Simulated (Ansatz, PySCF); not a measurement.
Species: SiN3H5Cl, charge 0, multiplicity 2. SMILES: [NH][Si](Cl)(N)N
Structure (B3LYP-D3(BJ)/def2-TZVP (Ansatz, an electronic-structure program) minimum search):
```xyz
10

N      0.4311     1.4595    -1.1090
Si     0.0915    -0.0748    -0.3532
N      1.3933    -1.1539    -0.1979
N     -1.1129    -0.8694    -1.2497
Cl    -0.3861     0.4580     1.6055
H     -0.3895     2.0547    -1.2445
H      2.0278    -1.0731     0.5797
H      1.8482    -1.5205    -1.0194
H     -1.2671    -1.8594    -1.1429
H     -1.9166    -0.3936    -1.6245
```
Charge 0, spin multiplicity 2.

Property: size of the dipole moment, in D. Set-up: non-relativistic; 6-311+G** with 5d, 6d on Na to Ar in Ansatz; UHF or UKS for open shells; no dispersion term unless named; spin-orbit terms left out; 6-31G* and kin with 6d, 5d where marked. Ab initio and DFT rows: single points at B3LYP-D3(BJ) geometries (Ansatz).

```csv
level,program,size of the dipole moment (D)
PBE/STO-3G,Ansatz,3.05
PBE/3-21G,Ansatz,3.28
BP86/6-31G* (5d),PySCF,2.73
B3LYP/STO-3G,Ansatz,2.92
B3LYP/6-31G,Ansatz,2.92
B3LYP/6-31G*,Ansatz,2.65
B3LYP/cc-pVDZ,Ansatz,2.48
B3LYP/6-311+G**,Ansatz,2.41
PBE0/6-311+G**,Ansatz,2.41
B3PW91/6-31G* (5d),PySCF,2.68
```

No value to compare with is used here. The 10 habitual levels span 2.41 (B3LYP/6-311+G**) to 3.28 D (PBE/3-21G).

The levels are drawn from those run, B3LYP/6-31G* more often than the rest, none by its result; left out are runs that failed, that the program found above a lower state of the same kind, or whose <S^2> lies over 0.5 above the pure value.
